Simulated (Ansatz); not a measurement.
Job for Ansatz (an electronic-structure program): R-PBE0/def2-TZVPP on C2H6GeO (SMILES C[O][Ge][CH3]).

Ansatz 0.2 input:
```yaml
crystal:
  periodic: [false, false, false]
  atoms:
    - {symbol: C, position_ang: [1.56640228, -0.18580627, -0.03109905]}
    - {symbol: O, position_ang: [0.77746161, -1.34296220, -0.22873881]}
    - {symbol: Ge, position_ang: [-0.99493526, -1.52795829, -0.46046516]}
    - {symbol: C, position_ang: [-1.59278892, 0.40211808, -0.36588211]}
    - {symbol: H, position_ang: [2.05549851, -0.24360588, 0.94511598]}
    - {symbol: H, position_ang: [2.34221748, -0.14519992, -0.80021285]}
    - {symbol: H, position_ang: [0.98361039, 0.73741221, -0.07450792]}
    - {symbol: H, position_ang: [-2.67625465, 0.45055896, -0.48766176]}
    - {symbol: H, position_ang: [-1.12942812, 1.00193861, -1.15459334]}
    - {symbol: H, position_ang: [-1.33178335, 0.85350471, 0.59560294]}
basis:
  gaussian:
    orbitals: def2-TZVPP
hamiltonian:
  xc: {name: PBE0}
scf: {lower_state_search: off}
```

The log:

```
WARN ansatz: RAYON_NUM_THREADS=1 ignored (pool sized by the plan → 1); use --threads N
Functional definition: PBE0
these checks for a lower state are left out or cut short: stability, starts, cluster_reference, orbital_swaps, neighbouring_geometries, increment
integrals: 0.14 GiB planned
1266 factors; their error is unknown
mean field: 1.27 GiB planned
mean field evaluation 1: about -60715.1023 eV, gradient 7.3e1 eV
mean field evaluation 2: about -60683.8792 eV, gradient 1.4e2 eV
mean field evaluation 4: about -60726.2823 eV, gradient 7.6e0 eV
mean field evaluation 8: about -60726.4149 eV, gradient 1.6e-1 eV
mean field evaluation 16: about -60726.6820 eV, gradient 1.7e-4 eV
mean field -60726.68200028 eV, -2231.6644014867 hartree, gradient 2.6e-6 eV, S^2 0.000000; 0 other end points of the search recorded, 0 dependent functions left out
reference -60726.68202987 eV, -2231.6644025744 hartree; 29, 29 occupied and 196, 196 virtual orbitals, 1266 factors
Total energy: -60726.68202987 eV, -2231.6644025744 hartree
Checks for a lower state left out: stability, starts, cluster_reference, orbital_swaps, neighbouring_geometries, increment
```

The calculation finished and met its thresholds.

Cost: very roughly 5 core-seconds.
